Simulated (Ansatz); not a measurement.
C2H4FGe, SMILES `C=[CH][GeH][F]` radical from Hartree–Fock to CCSD(T)

```
atom   x (Å)   y (Å)   z (Å)
  C1  -0.756   1.032  -0.324
  C2  -0.568  -0.286  -0.344
 Ge3   1.148  -1.070   0.057
  F4   2.106   0.244   0.707
  H5  -1.718   1.472  -0.570
  H6   0.039   1.717  -0.049
  H7  -1.375  -0.951  -0.641
  H8   1.124  -2.159   1.164
```

Total charge 0; spin multiplicity 2. Correlated methods include outer-core shells of Ge, which these sets cover unevenly. Scalar relativity is left out up to krypton. Geometry: relaxed with PBE0-D4/def2-TZVP. It is one conformer, not always the lowest. Frozen core, unrestricted reference, Ansatz 0.2.0.

| basis | HF (Eh) | MP2 corr. | CCSD corr. | (T) | CCSD(T) total |
| --- | --- | --- | --- | --- | --- |
| def2-SVP | -2252.44675 | ? | ? | -0.01989 | ? |
| def2-TZVPP | -2252.92943 | ? | ? | -0.03196 | ? |
| def2-QZVPP | -2252.97987 | -1.10548 | – | – | – |

(1) Fill in the withheld values. (Best estimate.)

Answers

(1) Ansatz gave: def2-SVP MP2 corr.: -0.65388; def2-SVP CCSD corr.: -0.68452; def2-SVP CCSD(T) total: -2253.15116; def2-TZVPP MP2 corr.: -0.79850; def2-TZVPP CCSD corr.: -0.82484; def2-TZVPP CCSD(T) total: -2253.78623.
